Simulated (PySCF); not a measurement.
Below is a simulated gas-phase P 2p photoelectron spectrum of `C=C[Si@@H](O)P`.

Every computed line was given a Gaussian of 0.8 eV full width at half maximum and an area set by the number of equivalent atoms (split 2:1 within a doublet); the highest printed point is 100. Computed with delta-SCF UKS SCAN, pcX-2 on the ionised atom, pcseg-1 elsewhere, spin-free X2C (PySCF).

binding energy (eV), intensity and a bar:
```
    135.0          0 
    135.1          1 
    135.2          2 #
    135.3          5 #
    135.4         10 ###
    135.5         18 #####
    135.6         29 #########
    135.7         44 #############
    135.8         62 ##################
    135.9         79 ########################
    136.0         92 ############################
    136.1        100 ##############################
    136.2        100 ##############################
    136.3         93 ############################
    136.4         82 #########################
    136.5         70 #####################
    136.6         61 ##################
    136.7         56 #################
    136.8         54 ################
    136.9         54 ################
    137.0         53 ################
    137.1         50 ###############
    137.2         44 #############
    137.3         36 ###########
    137.4         27 ########
    137.5         19 ######
    137.6         12 ####
    137.7          7 ##
    137.8          4 #
    137.9          2 
    138.0          1 
    138.1          0 
    138.2          0
```

**Question.** How many maxima does the curve show, and how many computed lines lie under it?

**Answer.** The curve has 1 maximum (at 136.1 eV). Under it lie 2 lines from 1 inequivalent phosphorus site, drawn as a 2p3/2, 2p1/2 pair. At this width some lines have no maximum of their own.

**Question.** Decompose the envelope and assign each component. Numbering: `[CH2:1]=[CH:2][Si@@H:3]([OH:4])[PH2:5]`.

**Answer.** 
```csv
position (eV),relative area,line,atoms,environment
136.13,0.67,P 2p3/2,P5,three-coordinate phosphorus
137.02,0.33,P 2p1/2,P5,three-coordinate phosphorus
```

**Question.** What are the centre and the root-mean-square width of the whole band?

**Answer.** The area-weighted mean of the lines is 136.43 eV. Their own spread about it is 0.42 eV (rms) and each Gaussian has σ = 0.8/2.355 = 0.34 eV; the variances add, which gives 0.54 eV.

Shake-up satellites, vibrational structure and lifetime widths aren't simulated. The 2p values add to the ΔSCF energy of one spin-free hole a correction within the shell (spin–orbit coupling, ligand field). 2p1/2 minus 2p3/2 (ligand field included): P 0.89 eV. Isolated species at its PBE0-D3(BJ)/def2-SVP geometry (one conformer only).

Shape of the structure used: `[CH2:1]=[CH:2][Si@@H:3]([OH:4])[PH2:5]`: C1–C2–Si3–O4 122°, H–O4–Si3–C2 -63°, H–P5–Si3–C2 165°, H–P5–Si3–C2 72°.
